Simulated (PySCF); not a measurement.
Si(Me)2 cation (C2H6Si), SMILES C[Si]C (connectivity only; charge and spin as stated), charge +1, multiplicity 2.

Geometry: ωB97X-D3(BJ)/def2-TZVP. The spin state was assumed, not searched. The isomer is the one that the SMILES or the coordinates give; other isomers of the formula were not compared.

Method: PySCF with PBE/def2-TZVPD.

The molecule is in vacuum.

Computed frontier levels, dipole moment and polarisability:
- α spin, highest occupied and lowest empty level: -11.57 and -9.45 eV
- β spin, highest occupied and lowest empty level: -13.96 and -9.92 eV
- dipole moment about the centre of nuclear charge: 0.002 e·Å
- mean static polarisability: 47.8 bohr³ (7.08 Å³)
- polarisability, principal values: 39.4, 43.5, 60.5 bohr³
- ⟨S²⟩: 0.752 (pure state 0.75)
